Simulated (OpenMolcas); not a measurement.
# Yb3+ in a ligand field

Yb3+ with 2 ligands (fluoride) in linear coordination (D∞h) at 1.92 Å. Ligand basis ANO-RCC-VDZP.

```json
{"Program": "OpenMolcas 26.06", "Method": "SS-CASPT2, IPEA 0.25 Eh, imaginary shift 0.1 Eh (closed shells correlated: 5s 5p and the ligand valence shells)", "Basis": "ANO-RCC-VDZP [7s6p4d2f1g]", "Scalar Hamiltonian": "DKH2, point nucleus", "Active space": "13 electrons in 7 orbitals (4f)", "State averaging": "2S+1 = 2 odd, 7 roots", "Spin-orbit coupling": "state interaction with AMFI integrals over the reference wave functions"}
```

The lowest spin-free states (labels by Λ), above the lowest:

```json
{"State": "2Σ", "Degeneracy": "1", "E (cm-1)": "0"}
{"State": "2Π", "Degeneracy": "2", "E (cm-1)": "2330"}
{"State": "2Δ", "Degeneracy": "2", "E (cm-1)": "4210"}
{"State": "2Φ", "Degeneracy": "2", "E (cm-1)": "5420"}
```

The lowest levels with spin-orbit coupling:

```csv
E (cm-1),Degeneracy,2S+1,g
0,2,2,1.35 4.54 4.54
1940,2,2,0.00 0.00 3.56
3510,2,2,0.00 0.00 5.77
4570,2,2,0.00 0.00 8.00
11090,2,2,0.65 2.54 2.54
13350,2,2,0.00 0.00 2.44
14850,2,2,0.00 0.00 4.23
```

Powder χT (cm3 K/mol): 1.35 at 2 K, 1.35 at 10 K, 1.39 at 50 K, 1.43 at 100 K, 1.51 at 200 K, 1.6 at 300 K. The effective moment at 300 K is 2.828 √(χT) = 3.57 μB.

Hund's rules give f13 the level 2F7/2 with g = 1.143, so an isolated free-ion multiplet has χT = g² J(J+1) / 8 = 2.571 cm3 K/mol. The computed 1.598 at 300 K differs by -38 %, through the field's splitting, the mixing of terms and any other multiplet in reach.

Stevens parameters of the J = 7/2 multiplet, which is 4575 cm-1 wide (cm-1, z along the main axis): B20 = 1.179e+02, B40 = -1.051e+00, B60 = 2.696e-02.

Splittings of an f shell from a small cluster at a set distance can be off by tens of per cent, mostly too small. No measured value stands beside these numbers; the geometry was imposed, not optimised, and the real ion may take another.
